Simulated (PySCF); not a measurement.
## [Y(H2O)2]3+ at several levels of theory

Computed with PySCF 2.14.0 (density fitting, no spin-orbit coupling) at the geometry relaxed with PBE0:

```xyz
7
[Y(H2O)2]3+ (singlet)
Y    -1.0234   -0.2919   -0.0116
O     0.1414    0.0077    1.8034
H     1.0395    0.4204    1.9122
H    -0.1107   -0.2275    2.7373
O     0.1539    0.1092   -1.8009
H     1.0759   -0.1880   -2.0271
H    -0.1235    0.6135   -2.6133
```

```csv
level,basis,state,HOMO (eV),gap (eV),charge on Y1 (e),dipole about the centre of mass (D),largest force component (eV/Å)
PBE0,"Y def2-SVP with ECP28, O def2-SVP, H def2-SVP",singlet,-26.88,7.88,2.13,1.32,0.02
PBE0,"Y def2-TZVP with ECP28, O def2-TZVP, H def2-TZVP",singlet,-26.86,7.88,2.29,1.33,0.25
```

Charges are Mulliken's, which hang on the basis. The relaxation used the grid (50, 194), these runs (75, 302) or, all-electron (x2c bases, spin-free X2C Hamiltonian), (99, 590).

**Question.** A further run in the first row's basis gives HOMO (eV) -29.39, gap (eV) 12.94, charge on Y1 (e) 2.16, dipole about the centre of mass (D) 1.12, largest force component (eV/Å) 0.17. Which level was it?
A. TPSSh
B. wB97X

**Answer.** B. The others give HOMO -25.88 eV (TPSSh).

In the first row's basis the gap widens with exact exchange: 6.5 to 7.9 eV for TPSSh, PBE0 (a fixed share); 12.9 eV for wB97X (rising or full at long range).
